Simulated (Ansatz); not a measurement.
H₃SeCl, singlet: a pair in one relaxed arrangement.

The input file, in.yaml:

```yaml
crystal:
  periodic: [false, false, false]
  atoms:
    - {symbol: Cl, position_ang: [0.090378, -0.216033, -2.544056]}
    - {symbol: H, position_ang: [-0.099327, 0.096635, -1.297936]}
    - {symbol: Se, position_ang: [-0.379020, 0.583127, 1.116077]}
    - {symbol: H, position_ang: [-0.666895, -0.830522, 1.385052]}
    - {symbol: H, position_ang: [1.054964, 0.366794, 1.340863]}
basis:
  gaussian: {orbitals: "def2-TZVPPD.json"}
hamiltonian: {xc: {name: B2PLYP}}
```

The basis file named in the input lies beside it (Basis Set Exchange, JSON).

Command:

```bash
ansatz run in.yaml --threads 2 --pin off --events-out ev --progress --plain --max-ram 5222MiB
```

The run's output (Ansatz 0.2.0):

```
Functional definition: B2PLYP
  name "B2PLYP"
  cite "Grimme, J. Chem. Phys. 124, 034108 (2006) doi:10.1063/1.2148954"
  cite "Becke, Phys. Rev. A 38, 3098 (1988) doi:10.1103/PhysRevA.38.3098"
  cite "Lee, Yang & Parr, Phys. Rev. B 37, 785 (1988) doi:10.1103/PhysRevB.37.785"
  parameter a = 0.53
  parameter c = 0.27
  exchange = (1 - a)*b88_x + a*exact_x
  correlation = (1 - c)*lyp_c + c*(mp2_os + mp2_ss)
918 factors; integrals over basis functions are off by at most 1.2e-3 eV
mean field evaluation 1: about -77903.0439 eV, gradient 1.1e1 eV
mean field evaluation 2: about -77903.0791 eV, gradient 1.1e1 eV
mean field evaluation 4: about -77903.4945 eV, gradient 9.9e-1 eV
mean field evaluation 8: about -77903.4976 eV, gradient 1.6e-2 eV
mean field evaluation 16: about -77903.4976 eV, gradient 1.9e-5 eV
mean field -77903.49756760 eV, -2862.9007307219 hartree, gradient 2.6e-6 eV, S^2 0.000000; 0 other end points of the search recorded, 0 dependent functions left out
14 core orbitals not correlated: weight in the atoms' cores, before any rotation towards them, 1.000 or more for the frozen orbitals, at most 0.000 for the correlated occupied ones
reference -77903.49773961 eV, -2862.9007370434 hartree; 13, 13 occupied and 132, 132 virtual orbitals, 918 factors
second order -16.35806551 eV of doubles, -0.00000000 eV of singles
Total energy: -77907.91441730 eV, -2863.0630469547 hartree
```

The run took about 4.3 s on 2 CPU threads of an Arm Neoverse V1 (shared host).
